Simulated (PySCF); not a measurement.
Two species compared at the same levels of theory.

First species: C5H12FGaO.
SMILES: `C1C[C@H](CF)[O+]([GaH3-])C1`

Second species: C2H6BFO.
InChI=1S/C2H6BFO/c1-5-2-3-4/h3H,2H2,1H3

Levels: PBE0/def2-SVPD for HOMO energy, LUMO energy, HOMO–LUMO gap and static isotropic polarisability; TDDFT PBE0/def2-SVPD for lowest singlet excitation; TDA PBE0/def2-SVPD for lowest triplet excitation (Tamm–Dancoff); ΔSCF PBE0/def2-SVPD for vertical ionisation energy. Geometries: PBE0-D3(BJ)/def2-SVP. Each structure is a single optimised conformer of the isolated species, non-relativistic unless stated; the electronic structure was computed with PySCF and density fitting.

The conformers computed, where there is a choice (atom-mapped SMILES and torsion angles):
- `[CH3:1][O:2][CH2:3][BH:4][F:5]`: C1–O2–C3–B4 -179°, O2–C3–B4–F5 -177°

The conformers of `FC[C@H]1CCC[O+]1[GaH3-]` aren't listed.

Which has the higher LUMO energy?

The first: 0.05 eV against -0.74 eV, a difference of 0.79 eV.

Which has the higher T1 energy?

The first: 5.89 eV against 5.54 eV, a difference of 0.35 eV.

Which has the higher vertical ionisation energy?

The second: 10.08 eV against 9.57 eV, a difference of 0.51 eV.

Which has the higher S1 energy?

The first: 6.33 eV against 5.75 eV, a difference of 0.58 eV.

Which of the two has the higher static isotropic polarisability, and by how much?

The first: 95.9 au against 45.6 au, a difference of 50.3 au.

Which has the higher HOMO–LUMO gap?

The first: 7.58 eV against 6.99 eV, a difference of 0.59 eV.

Which has the higher HOMO energy?

The first: -7.53 eV against -7.73 eV, a difference of 0.20 eV.

On the first: The vertical singlet–triplet gap S1 − T1 is 0.44 eV (TDDFT singlet less Tamm–Dancoff triplet; S1: HOMO→LUMO, weight 0.77; T1: HOMO→LUMO, weight 0.69). The ΔSCF ionisation energy exceeds −ε(HOMO) by 2.04 eV with PBE0. The calculation is non-relativistic and has no spin–orbit coupling, an omission that weighs most on gallium.

On the second: No computed singlet falls in the visible range (750 to 380 nm, 1.65 to 3.26 eV); S1 lies 2.49 eV above its blue end. The 10 singlets span 5.75 to 8.69 eV, and their oscillator strengths add up to 0.19.
